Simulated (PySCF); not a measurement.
## Working with the constants of ZnB

PBE constants of ZnB, ²Π (doublet), unpaired electrons π ↑ (PySCF, no relativity, basis sets Zn pcseg-1, B pcseg-1; masses 63.9291 and 11.0093 u):

| Property | Result |
| --- | --- |
| ωe | 340.1 cm⁻¹ |
| ωexe | 5.01 cm⁻¹ |
| Be | 0.36476 cm⁻¹ |
| αe | 0.00617 cm⁻¹ |
| D (centrifugal) | 1.68e-06 cm⁻¹ |
| De to Zn + B | 0.68 eV |

**Question.** Give the vibrational terms G(v) and spacings up to v = 6.

**Answer.** G(v) = ωe(v+½) − ωexe(v+½)².

```json
{"v": "0", "G(v) (cm⁻¹)": "169", "G(v) − G(v−1)": "", "Bv (cm⁻¹)": "0.3617"}
{"v": "1", "G(v) (cm⁻¹)": "499", "G(v) − G(v−1)": "330", "Bv (cm⁻¹)": "0.3555"}
{"v": "2", "G(v) (cm⁻¹)": "819", "G(v) − G(v−1)": "320", "Bv (cm⁻¹)": "0.3493"}
{"v": "3", "G(v) (cm⁻¹)": "1129", "G(v) − G(v−1)": "310", "Bv (cm⁻¹)": "0.3432"}
{"v": "4", "G(v) (cm⁻¹)": "1429", "G(v) − G(v−1)": "300", "Bv (cm⁻¹)": "0.3370"}
{"v": "5", "G(v) (cm⁻¹)": "1719", "G(v) − G(v−1)": "290", "Bv (cm⁻¹)": "0.3308"}
{"v": "6", "G(v) (cm⁻¹)": "1999", "G(v) − G(v−1)": "280", "Bv (cm⁻¹)": "0.3247"}
```

**Question.** How well does the Morse estimate ωe²/(4ωexe) reproduce De, and what is D0?

**Answer.** It gives 0.72 eV, 105 % of the computed De. D0 = De − G(0) = 0.68 − 0.02 = 0.66 eV.

The state was picked by a PBE0 search and need not be the measured ground state.
